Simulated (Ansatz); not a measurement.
Geometry optimisation, Ansatz, RKS PBE0-D4/def2-SVP.

Input:

```yaml
crystal:
  periodic: [false, false, false]
  atoms:
    - { symbol: O, position_ang: [1.36489, -1.58067, 1.36385] }
    - { symbol: Si, position_ang: [0.79761, -0.48395, 0.49236] }
    - { symbol: O, position_ang: [1.72123, 0.68667, -0.14927] }
    - { symbol: Si, position_ang: [-1.2744, 0.0697, -0.29411] }
    - { symbol: H, position_ang: [2.665, 0.7489, -0.01266] }
    - { symbol: H, position_ang: [-1.52226, -0.57114, -1.59392] }
    - { symbol: H, position_ang: [-2.30032, -0.38878, 0.65039] }
    - { symbol: H, position_ang: [-1.45176, 1.51927, -0.45665] }
basis:
  gaussian: { orbitals: def2-SVP }
hamiltonian:
  xc: pbe0
  dispersion: d4
relax:
  f_tol: 0.02
  max_steps: 40
scf:
  lower_state_search: "off"
```

Launched with:

```bash
$ ansatz run input.yaml --threads 2 --pin off --max-ram 3072MiB --backend cpu --events-out ev --progress --plain --runs-dir out
```

Problem. Where does it end, and by what steps?

Solution. The forces met the threshold. After 5 steps the energy has fallen by 0.114 eV; H5 moved furthest, 0.14 Å.

```json
{"step": "0", "energy less start (eV)": "0.0000", "largest force component (eV/Å)": "1.019", "accepted": "yes"}
{"step": "1", "energy less start (eV)": "-0.0847", "largest force component (eV/Å)": "0.499", "accepted": "yes"}
{"step": "2", "energy less start (eV)": "-0.0993", "largest force component (eV/Å)": "0.293", "accepted": "yes"}
{"step": "3", "energy less start (eV)": "-0.1064", "largest force component (eV/Å)": "0.542", "accepted": "yes"}
{"step": "4", "energy less start (eV)": "-0.1128", "largest force component (eV/Å)": "0.229", "accepted": "yes"}
{"step": "5", "energy less start (eV)": "-0.1143", "largest force component (eV/Å)": "0.014", "accepted": "yes"}
```

```xyz
8
Properties=species:S:1:pos:R:3
O 1.263 -1.516 1.422
Si 0.823 -0.393 0.479
O 1.813 0.719 -0.221
Si -1.335 0.073 -0.290
H 2.756 0.639 -0.023
H -1.487 -0.547 -1.640
H -2.310 -0.525 0.663
H -1.522 1.549 -0.390
```

Whether the end is a true minimum wasn't checked by a vibrational analysis.

The run took 12 s on 2 CPU threads of a shared host.
